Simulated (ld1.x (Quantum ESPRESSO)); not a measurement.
**Sn (Z = 50): one change to a TM potential, before and after**

```json
{
 "Element": "Sn (Z = 50)",
 "Generator": "ld1.x (Quantum ESPRESSO) 7.5",
 "Type": "norm-conserving Troullier–Martins (Kleinman–Bylander form)",
 "Functional": "PBE",
 "Relativity": "scalar-relativistic",
 "Frozen core": "[Kr]",
 "Valence charge": "14",
 "Reference configuration": "4d10 5s2 5p2",
 "Partial waves": "5s (bound): rc 1.50 bohr; 5p (bound): rc 2.10 bohr; 4d (bound): rc 1.25 bohr",
 "Local potential": "the d channel",
 "Core correction": "none"
}
```

Change: wave 5p (bound): rc 2.10 bohr becomes 5p (bound): rc 3.10 bohr.

Cutoffs: the cutoffs (Ry, on a coarse ladder) from which the occupation-weighted sum of valence levels, in a spherical-Bessel basis at the reference potential, stays within 10 and 1 mRy of its value at 400 Ry; they do not see the model core or the augmentation charge, which bear on the density cutoff. Errors are all-electron minus pseudo energies relative to the spin-unpolarised reference configuration.

Q: How do hardness, ghosts and transferability respond?

A: The potential gets neither clearly harder nor softer (100 Ry and 160 Ry → 100 Ry and 160 Ry); both files keep a bound ghost (p, s); of the 6 tests that both files solve, the error grows in 3 and shrinks in 2 by more than 15 % and 0.3 meV (median size 1.5 → 3.5 meV).

```csv
quantity,base,changed
"cutoff, loose",100 Ry,100 Ry
"cutoff, tight",160 Ry,160 Ry
bound ghosts,"s, p","s, p"
"tests counted (converged, no solver errors)",6 of 7,6 of 7
"error for 4d10 5s2 5p1, meV [ΔE 6.87 eV]",-1.0,-2.0
"error for 4d10 5s2 5p0, meV [ΔE 20.83 eV]",-0.9,-13
"error for 4d10 5s1 5p0, meV [ΔE 51.80 eV]",+39,+2.8
"error for 4d10 5s2 5p1.5, meV [ΔE 2.62 eV]",-0.5,-0.6
"error for 4d10 5s1 5p3, meV [ΔE 6.98 eV]",-2.0,+4.2
"error for 4d10 5s0 5p0, meV [ΔE 92.92 eV]",+149,+84
```

Base: Tests not counted: 4d9 5s2 5p2 (solver errors, printed error -15.8 eV). Changed file: Tests not counted: 4d9 5s2 5p2 (pseudo-atom not self-consistent, printed error -1460 eV). A true bound ghost makes a file unfit for plane-wave use even where its test errors are small: the radial tests pick states by their node count and pass the ghost by. Where a test does run into it, the solver fails or the error is huge.
